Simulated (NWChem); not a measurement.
System meant: NH₂TeI; SMILES N[Te]I

Here is an NWChem input.

```
start job
memory heap 200 mb stack 900 mb global 1100 mb
geometry units angstroms noautoz
  Te     0.274590     1.192313     0.000000
  I      0.049229    -1.549406     0.000000
  N     -1.616044     1.854276     0.000000
  H     -2.147549     1.634320     0.838807
  H     -2.147549     1.634320    -0.838807
end
basis spherical
  * library def2-svp
end
ecp
  Te library def2-ecp
  I library def2-ecp
end
dft
  xc pbe0
  iterations 4
  mulliken
end
task dft energy
```

End of the output:

```
    Atom       Charge   Shell Charges
 -----------   ------   -------------------------------------------------------
    1 Te  24    23.75   1.23  0.75  1.06  0.75  2.73  3.16  1.98  1.84  9.57  0.67
    2 I   25    25.14   1.25  0.73  1.08  0.86  2.77  3.18  2.50  2.72  9.48  0.56
    3 N    7     7.25   1.97  0.75  0.48  2.19  1.83  0.03
    4 H    1     0.93   0.60  0.21  0.13
    5 H    1     0.93   0.60  0.21  0.13

 center of mass
 --------------
 x =   0.08164735 y =  -0.02484128 z =   0.00000000

 moments of inertia (a.u.)
 ------------------
        1943.349155520688           0.000000000000           0.000000000000
           0.000000000000         200.244374000706           0.000000000000
           0.000000000000           0.000000000000        2133.464522265376

     Multipole analysis of the density
     ---------------------------------

     L   x y z        total         alpha         beta         nuclear
     -   - - -        -----         -----         ----         -------
     0   0 0 0      0.000000    -29.000000    -29.000000     58.000000

     1   1 0 0     -0.476466      7.487365      7.487365    -15.451196
     1   0 1 0      0.482302     -7.659522     -7.659522     15.801345
     1   0 0 1     -0.000000     -0.000000     -0.000000      0.000000

     2   2 0 0    -40.044872    -70.428407    -70.428407    100.811941
     2   1 1 0     -0.597665     34.260377     34.260377    -69.118418
     2   1 0 1      0.000000      0.000000      0.000000      0.000000
     2   0 2 0    -44.560367   -246.106857   -246.106857    447.653347
     2   0 1 1     -0.000000     -0.000000     -0.000000      0.000000
     2   0 0 2    -45.228151    -25.126666    -25.126666      5.025182

 ------------------------------------------------------------------------
 dft energy failed                                                                                  0
 ------------------------------------------------------------------------
 ------------------------------------------------------------------------
  current input line :
    22: task dft energy
 ------------------------------------------------------------------------
 ------------------------------------------------------------------------
 This type of error is most commonly associated with calculations not reaching convergence criteria
 ------------------------------------------------------------------------
 For more information see the NWChem manual at https://nwchemgit.github.io

0:dft energy failed:Received an Error in Communication
```

Can this run be used? If not, why, and what is the fix?

Convergence was not reached. Cause: the SCF was allowed too few iterations. This input runs:
```
start job
memory heap 200 mb stack 900 mb global 1100 mb
geometry units angstroms noautoz
  Te     0.274590     1.192313     0.000000
  I      0.049229    -1.549406     0.000000
  N     -1.616044     1.854276     0.000000
  H     -2.147549     1.634320     0.838807
  H     -2.147549     1.634320    -0.838807
end
basis spherical
  Te library def2-svp
  I library def2-svp
  N library def2-svp
  H library def2-svp
end
ecp
  Te library def2-ecp
  I library def2-ecp
end
dft
  xc pbe0
  iterations 150
  mulliken
end
task dft energy
```
It converges to -621.60492 Ha (PBE0/def2-SVP with def2 effective core potentials on Te, I).
